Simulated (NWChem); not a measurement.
System meant: AuNH3I; SMILES [NH3]->[Au][I]

The following NWChem deck was run.

```
start job
memory heap 200 mb stack 900 mb global 1100 mb
geometry units angstroms noautoz
  Au     0.000000     0.000000    -0.831260
  I      0.000000     0.000000     1.714913
  N      0.000000     0.000000    -2.966595
  H      0.812423     0.491171    -3.341741
  H     -0.831578     0.457993    -3.341741
  H      0.019155    -0.949164    -3.341741
end
basis spherical
  * library def2-svp
end
dft
  xc pbe0
  iterations 150
  mulliken
end
task dft energy
```

End of the output:

```
          Convergence Information
          -----------------------
          Convergence aids based upon iterative change in
          total energy or number of iterations.
          Levelshifting, if invoked, occurs when the
          HOMO/LUMO gap drops below (HL_TOL):  1.00D-02
          DIIS, if invoked, will attempt to extrapolate
          using up to (NFOCK): 10 stored Fock matrices.

                    Damping( 0%)  Levelshifting(0.5)       DIIS
                  --------------- ------------------- ---------------
          dE  on:    start            ASAP                start
          dE off:    2 iters        150 iters           150 iters

      Screening Tolerance Information
      -------------------------------
          Density screening/tol_rho:  1.00D-10
          AO Gaussian exp screening on grid/accAOfunc:  14
          CD Gaussian exp screening on grid/accCDfunc:  20
          XC Gaussian exp screening on grid/accXCfunc:  20
          Schwarz screening/accCoul:  1.00D-08

      Superposition of Atomic Density Guess
      -------------------------------------

      charge =      79.0 Au (Gold)

      symmetry species            s     p     d     f
      number of basis functions = 7     6     5     1
      number of cont. functions = 6     3     2     1
      number of closed shells   = 6     4     2     1
      number of open shells     = 0     0     1     0
      open shell occupation     = 0     0     9     0
 ------------------------------------------------------------------------
 atomscf:atomd: error in atom scf                   0
 ------------------------------------------------------------------------
 ------------------------------------------------------------------------
  current input line :
    19: task dft energy
 ------------------------------------------------------------------------
 ------------------------------------------------------------------------
 This error has not yet been assigned to a category
 ------------------------------------------------------------------------
 For more information see the NWChem manual at https://nwchemgit.github.io

0:atomscf:atomd: error in atom scf:Received an Error in Communication
```

Find the fault in this run and fix the input.

The program stopped with an error. Cause: the def2 basis of a heavy element holds valence functions alone and wants its effective core potential (without it all electrons must fit into that basis). This input runs:
```
start job
memory heap 200 mb stack 900 mb global 1100 mb
geometry units angstroms noautoz
  Au     0.000000     0.000000    -0.831260
  I      0.000000     0.000000     1.714913
  N      0.000000     0.000000    -2.966595
  H      0.812423     0.491171    -3.341741
  H     -0.831578     0.457993    -3.341741
  H      0.019155    -0.949164    -3.341741
end
basis spherical
  * library def2-svp
end
ecp
  I library def2-ecp
  Au library def2-ecp
end
dft
  xc pbe0
  iterations 150
  mulliken
end
task dft energy
```
It converges to -489.97632 Ha (PBE0/def2-SVP with def2 effective core potentials on I, Au).
